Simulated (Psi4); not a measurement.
FRb, triplet, at the geometry of the source list (a higher spin typed on purpose: for a closed-shell molecule this is an excited state) (core potentials on Rb); Psi4 1.11 with WB97M-V/def2-SVPD.

Here is a job for Psi4.
```
memory 2 GB

molecule mol {
0 3
Rb   -0.587300   -0.484300   -0.793300
F     0.587300    0.484300    0.793300
}

set {
  basis def2-svpd
  reference uks
}

energy('wb97m-v')
print_variables()
```

Output, abridged:

```
   => Loading Basis Set <=

    Name: DEF2-SVPD
    Role: ORBITAL
    Keyword: BASIS

    !!!  WARNING: ECP capability is in beta. Please check occupations closely.  !!!

         ---------------------------------------------------------
                                   SCF
               by Justin Turney, Rob Parrish, Andy Simmonett
                          and Daniel G. A. Smith
                              UKS Reference
         ---------------------------------------------------------

  ==> Geometry <==

    Molecular point group: c2v
    Full point group: C_inf_v

    Geometry (in Angstrom), charge = 0, multiplicity = 3:

       Center              X                  Y                   Z               Mass
    ------------   -----------------  -----------------  -----------------  -----------------
         RB          -0.000000000000     0.000000000000    -0.402035916387    84.911789737900
         F            0.000000000000     0.000000000000     1.796866236962    18.998403162730

  Running in c2v symmetry.

  Rotational constants: A = ************  B =      0.22457  C =      0.22457 [cm^-1]
  Rotational constants: A = ************  B =   6732.53232  C =   6732.53232 [MHz]
  Nuclear repulsion =   19.493070211878425

  Charge       = 0
  Multiplicity = 3
  Electrons    = 18
  Nalpha       = 10
  Nbeta        = 8

  ==> Algorithm <==

  SCF Algorithm Type is DF.
  DIIS enabled.
  MOM disabled.
  Fractional occupation disabled.
  Guess Type is SAD.
  Energy threshold   = 1.00e-06
  Density threshold  = 1.00e-06
  Integral threshold = 1.00e-12

  ==> Primary Basis <==

  Basis Set: DEF2-SVPD
    Blend: DEF2-SVPD
    Number of shells: 20
    Number of basis functions: 50
    Number of Cartesian functions: 54
    Spherical Harmonics?: true
    Max angular momentum: 2

  Core potential: DEF2-SVPD
    Number of shells: 4
    Number of ECP primitives: 10
    Number of ECP core electrons: 28
    Max angular momentum: 3

  ==> DFT Potential <==

   => LibXC <=

    Version 7.1.2
    S. Lehtola, C. Steigemann, M. J. T. Oliveira, and M. A. L. Marques,  SoftwareX 7, 1–5 (2018) (10.1016/j.softx.2017.11.002)

   => Composite Functional: WB97M-V <=

    wB97M-V Hyb-GGA Exchange-Correlation Functional

    N. Mardirossian and M. Head-Gordon,  J. Chem. Phys. 144, 214110 (2016) (10.1063/1.4952647)

    Deriv               =              1
    GGA                 =           TRUE
    Meta                =           TRUE

    Exchange Hybrid     =           TRUE
    MP2 Hybrid          =          FALSE

   => Exchange-Correlation Functionals <=

    1.0000   wB97M-V exchange-correlation functional

   => Exact (HF) Exchange <=

    0.8500            HF,LR [omega = 0.3000]
    0.1500               HF

   => LibXC Density Thresholds  <==

    XC_HYB_MGGA_XC_WB97M_V:  1.00E-13

   => VV10 Non-Local Parameters <=

    VV10 B              =     6.0000E+00
    VV10 C              =     1.0000E-02

   => Molecular Quadrature <=

    Radial Scheme          =       TREUTLER
    Pruning Scheme         =           NONE
    Nuclear Scheme         =       TREUTLER

    Blocking Scheme        =         OCTREE
    BS radius alpha        =              1
    Pruning alpha          =              1
    Radial Points          =             75
    Spherical Points       =            302
    Total Points           =          44883
    Total Blocks           =            443
    Max Points             =            253
    Max Functions          =             50
    Weights Tolerance      =       1.00E-15

   => Loading Basis Set <=

    Name: (DEF2-SVPD AUX)
    Role: JKFIT
    Keyword: DF_BASIS_SCF

  ==> Integral Setup <==

  SCF_SUBTYPE=INCORE selected. In-core MEM_DF algorithm will be used.
  Using in-core AOs.

  ==> MemDFJK: Density-Fitted J/K Matrices <==

    J tasked:                   Yes
    K tasked:                   Yes
    wK tasked:                  Yes
    Omega:                3.000E-01
    Algorithm:                 Core
[...]

   -------------------------
    Irrep   Nso     Nmo
   -------------------------
     A1        24      24
     A2         4       4
     B1        11      11
     B2        11      11
   -------------------------
    Total      50      50
   -------------------------

  ==> Iterations <==

                           Total Energy        Delta E     RMS |[F,P]|

   @DF-UKS iter SAD:  -122.87984651285140   -1.22880e+02   0.00000e+00
   @DF-UKS iter   1:  -123.59553842239983   -7.15692e-01   5.76164e-03 DIIS/ADIIS
   @DF-UKS iter   2:  -123.61630321978660   -2.07648e-02   2.21446e-03 DIIS/ADIIS
   @DF-UKS iter   3:  -123.61866716330721   -2.36394e-03   8.09205e-04 DIIS/ADIIS
   @DF-UKS iter   4:  -123.61925958267851   -5.92419e-04   3.53963e-04 DIIS/ADIIS
   @DF-UKS iter   5:  -123.61939706339911   -1.37481e-04   6.42880e-05 DIIS
   @DF-UKS iter   6:  -123.61940563195184   -8.56855e-06   1.80420e-05 DIIS
   @DF-UKS iter   7:  -123.61940652052614   -8.88574e-07   6.23686e-06 DIIS
   @DF-UKS iter   8:  -123.61940671979875   -1.99273e-07   1.92881e-06 DIIS
   @DF-UKS iter   9:  -123.61940673981995   -2.00212e-08   5.17091e-07 DIIS
  Energy and wave function converged.

  ==> Post-Iterations <==

   Electrons on quadrature grid:
      Nalpha   =   10.0000525344 ; deviation = 5.253e-05
      Nbeta    =    8.0000455170 ; deviation = 4.552e-05
      Ntotal   =   18.0000980514 ; deviation = 9.805e-05

   @Spin Contamination Metric:   2.005442035E-03
   @S^2 Expected:                2.000000000E+00
   @S^2 Observed:                2.002005442E+00
   @S   Expected:                1.000000000E+00
   @S   Observed:                1.000000000E+00

    Orbital Energies [Eh]
    ---------------------

    Alpha Occupied:

[...]
       6A1    -0.138128

    Alpha Virtual:

[...]
      24A1    19.486664

    Beta Occupied:

[...]
    Beta Virtual:

[...]
    Final Occupation by Irrep:
             A1    A2    B1    B2
    DOCC [     4,    0,    2,    2 ]
    SOCC [     2,    0,    0,    0 ]
    NA   [     6,    0,    2,    2 ]
    NB   [     4,    0,    2,    2 ]

  @DF-UKS Final Energy:  -123.61940673981995

   => Energetics <=

    Nuclear Repulsion Energy =             19.4930702118784254
    One-Electron Energy =                -216.6691899527436647
    Two-Electron Energy =                  83.1726680458367014
    DFT Exchange-Correlation Energy =      -9.6891000803622074
    Empirical Dispersion Energy =           0.0000000000000000
    VV10 Nonlocal Energy =                  0.0731450355707829
    Total Energy =                       -123.6194067398199508

  UHF NO Occupations:
  HONO-2 :    4 A1 1.9996340
  HONO-1 :    5 A1 1.0000000
  HONO-0 :    6 A1 1.0000000
  LUNO+0 :    7 A1 0.0003660
  LUNO+1 :    3 B1 0.0002174
  LUNO+2 :    3 B2 0.0002174
  LUNO+3 :    8 A1 0.0001860

Computation Completed

Properties will be evaluated at   0.000000,   0.000000,   0.000000 [a0]

Properties computed using the SCF density matrix

 Multipole Moments:

 ------------------------------------------------------------------------------------
     Multipole            Electronic (a.u.)      Nuclear  (a.u.)        Total (a.u.)
 ------------------------------------------------------------------------------------

 L = 1.  Multiply by 2.5417464519 to convert [e a0] to [Debye]
 Dipole X            :          0.0000000            0.0000000            0.0000000
 Dipole Y            :          0.0000000           -0.0000000           -0.0000000
 Dipole Z            :        -23.1012470           23.7226257            0.6213787
 Magnitude           :                                                    0.6213787

 ------------------------------------------------------------------------------------

  Variable Map:
  ----------------------------------------------------------------------------
[...]
  Array Variable Map:
  ----------------------------------------------------------------------------
[...]
[...]
```
